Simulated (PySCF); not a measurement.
These compounds are isomers of formula C7H13N.

A. SMILES C=C[C@@H](C)C1CNC1
B. SMILES C=NC1CCCCC1
C. `InChI=1S/C7H13N/c1-4-5(2)7(8)6(4)3/h4,6-7H,2,8H2,1,3H3/t4-,6+,7-/m1/s1`
D. `CCC(C)(C)C1=NC1`

Spectrum 1. ¹³C{¹H} NMR (computed): δ 167.9 (C), 116.8 (CH2), 55.9 (CH), 44.5 (CH), 41.2 (CH), 23.1 (CH3), 15.4 (CH3).

Spectrum 2. ¹³C{¹H} NMR (computed): δ 151.6 (CH2), 71.9 (CH), 39.6 (CH2), 31.7 (CH2), 24.9 (CH2).

Spectrum 3. ¹³C{¹H} NMR (computed): δ 183.0 (C), 37.9 (C), 35.7 (CH2), 25.3 (CH3), 18.8 (CH2), 12.1 (CH3).

Spectrum 4. ¹³C{¹H} NMR (computed): δ 151.9 (CH), 120.1 (CH2), 56.2 (CH2), 55.8 (CH2), 52.7 (CH), 40.9 (CH), 20.3 (CH3).

- shielding tensors at PBE0/pcSseg-1 (GIAO)
- GFN2-xTB structure
- program: PySCF
- a single conformation, isolated molecule, non-relativistic Hamiltonian, averaged over atoms made equivalent by symmetry, fast rotation or ring inversion

Chemical shifts δ = σref − σ; ¹³C (σref 186.93) against TMS, all at this level. Shifts are as computed. Against solution values, carbons near 30 ppm lie about +3 ppm off and those near 130 ppm about +5 ppm. Of 1211 compounds with measured shifts, 218 miss one by over three times the rms of a fit or turn the order of signals round; such compounds aren't used in these exercises.

Q: Which spectrum belongs to which compound?

A: 1–C, 2–B, 3–D, 4–A.

- Spectrum 1 (C): 7 ¹³C signals; δC 116.8 is a terminal =CH2 carbon; δC 55.9 is an allylic sp3 CH bonded to N.
- Spectrum 2 (B): 5 ¹³C signals; δC 71.9 is an sp3 CH bonded to N; δC 39.6 is an sp3 CH2 in a ring.
- Spectrum 3 (D): 6 ¹³C signals; δC 37.9 is a quaternary sp3 carbon; δC 35.7 is an sp3 CH2.
- Spectrum 4 (A): 7 ¹³C signals; δC 151.9 is an alkene CH; δC 120.1 is a terminal =CH2 carbon.
